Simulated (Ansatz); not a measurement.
`S=C[SiH2][SnH3]`, relaxed with RKS PBE0-D4/def2-TZVP in Ansatz from a PBE-D4/def2-SVP geometry. The force threshold is 0.005 eV/Å; the program also tests the step.

The species carries charge 0 and has multiplicity 1. Sn takes the def2 core potential.

Start:

```xyz
10

S     1.325    0.764   -2.618
C     0.483   -0.395   -1.825
Si    0.729   -0.794    0.008
Sn   -0.903    0.758    1.304
H    -0.324   -0.948   -2.362
H     2.145   -0.503    0.415
H     0.379   -2.232    0.298
H    -2.532    0.438    0.824
H    -0.530    2.405    0.944
H    -0.772    0.506    3.010
```

Question: By how much does the energy fall, and how many steps does the optimiser take? (Estimate.)

Answer: Ansatz gave: 1.02 kcal/mol, in 16 steps, 3 of them rejected.

Question: Which bonds change most? (An estimate is asked.)

Answer: Ansatz gave: Si3–Sn4 from 2.599 to 2.572 Å; S1–C2 from 1.637 to 1.613 Å; Sn4–H10 from 1.729 to 1.707 Å; Sn4–H9 from 1.727 to 1.705 Å.

Question: Give the relaxed structure. (Best estimate.)

Answer: Ansatz gave: 
```xyz
10

S     1.384    0.619   -2.667
C     0.471   -0.398   -1.811
Si    0.734   -0.751    0.011
Sn   -0.905    0.750    1.304
H    -0.384   -0.878   -2.300
H     2.137   -0.447    0.381
H     0.415   -2.178    0.298
H    -2.504    0.446    0.788
H    -0.539    2.391    1.015
H    -0.808    0.445    2.981
```
